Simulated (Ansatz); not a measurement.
Consider the isomerisation: `[CH3][GeH]1[CH]=[N]1` → `C1=[N][GeH2][CH2]1`.

Computed with Ansatz on PBE0-D4/def2-TZVP structures; ΔE is electronic, products minus reactants. CBS: MP2 limit from def2 TZ/QZ plus the TZ coupled-cluster correction, frozen cores. DFT in def2-TZVPP. B3LYP here is the variant with VWN-RPA as its local correlation; programs differ in this. HSE06 is defined as in plane-wave codes. For Ge outer-core shells are correlated without core-valence functions, which leaves a few kJ/mol of doubt a bond. Scalar relativity is left out up to krypton.

`[CH3][GeH]1[CH]=[N]1`:

```xyz
9

C    -1.322   -0.365   -0.531
Ge    0.591   -0.365   -0.204
C     1.341    0.610    1.226
N     1.217    1.442    0.300
H    -1.533    0.060   -1.512
H    -1.804    0.242    0.235
H    -1.722   -1.378   -0.487
H     1.517   -0.932   -1.278
H     1.715    0.686    2.250
```

`C1=[N][GeH2][CH2]1`:

Cartesian coordinates in Å:
```
C 1.091 0.534 -0.110
N 0.296 1.343 -0.700
Ge -1.170 0.185 -0.306
C 0.429 -0.698 0.465
H 2.168 0.735 -0.035
H -1.843 -0.452 -1.534
H -2.221 0.771 0.651
H 0.758 -1.638 0.018
H 0.492 -0.780 1.552
```

Task: Is it downhill or uphill in electronic energy at CCSD(T)/CBS, and by how much? (Best estimate.)

Result: Ansatz gave: Downhill: ΔE = -47.2 kJ/mol.

Task: What do these levels give: LDA (SPW92), revPBE-D4, B3LYP-D4, BHLYP-D4, revPBE, B3LYP, HSE06, BHLYP, HF/def2-QZVPP, MP2/def2-QZVPP, SCS-MP2/def2-QZVPP, HF/CBS(def2)? (Estimate.)

Result: The calculation gave: LDA (SPW92) -57.1, revPBE-D4 -45.4, B3LYP-D4 -48.9, BHLYP-D4 -62.9, revPBE -39.7, B3LYP -47.1, HSE06 -55.2, BHLYP -62.0, HF/def2-QZVPP -77.4, MP2/def2-QZVPP -46.1, SCS-MP2/def2-QZVPP -50.2, HF/CBS(def2) -77.4 kJ/mol.

Largest T1 diagnostic among the species: 0.015.

At CCSD(T), def2-SVP lies −6.2 kJ/mol from the extrapolated value and def2-TZVPP −4.0 kJ/mol. From r2SCAN to r2SCAN0 (25 % exact exchange), in def2-TZVPP and without D4, ΔE moves by −9.9 kJ/mol.
